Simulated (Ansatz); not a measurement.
`[NH2][Mg][O][SiH3]` + `[OH][GeH2][CH2]Cl` → `[OH][Mg][O][SiH3]` + `[NH2][GeH2][CH2]Cl`  (redistribution)

Calculated with Ansatz (gas phase, PBE0-D4/def2-TZVP geometries, no zero-point term in ΔE). CBS: MP2 limit from def2 TZ/QZ plus the TZ coupled-cluster correction, frozen cores. DFT in def2-TZVPP. B3LYP here is the variant with VWN-RPA as its local correlation; programs differ in this. For Ge, Mg outer-core shells are correlated without core-valence functions, which leaves a few kJ/mol of doubt a bond. Scalar relativity is left out up to krypton. Each species was taken in one conformer, which may not be the lowest.

Task: Is it downhill or uphill in electronic energy at CCSD(T)/CBS, and by how much? (Best estimate.)

Result: Computed: Downhill: ΔE = -9.2 kcal/mol.

Task: What do these levels give: PBE-D4, B3LYP-D4, PBE, B3LYP, SCS-MP2/def2-QZVPP, MP2/CBS(def2)? (An estimate is asked.)

Result: The calculation gave: PBE-D4 -7.9, B3LYP-D4 -8.5, PBE -7.6, B3LYP -8.2, SCS-MP2/def2-QZVPP -9.3, MP2/CBS(def2) -9.9 kcal/mol.

Largest T1 diagnostic among the species: 0.011.

From PBE to PBE0 (25 % exact exchange), in def2-TZVPP and without D4, ΔE moves by −0.7 kcal/mol.
